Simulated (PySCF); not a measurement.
A structure optimised at PBE-D3(BJ)/def2-SVP, used in a PySCF frequency run:

```xyz
9

Ge     0.4507    -0.3220     0.0000
F      0.8501     0.6828    -1.3727
F      0.8501     0.6828     1.3727
O     -1.2839    -0.6458     0.0000
C     -2.2108     0.4407     0.0000
H      1.2430    -1.6329     0.0000
H     -2.0997     1.0805     0.9028
H     -3.2309     0.0075     0.0000
H     -2.0997     1.0805    -0.9028
```

Task: Write its SMILES, formula and point group.

Result: C[O][GeH]([F])[F], CH₄F₂GeO, Cs

Task: What are its rotational constants (standard atomic weights)?

Result: 4.5080, 2.7088, 2.2873 GHz
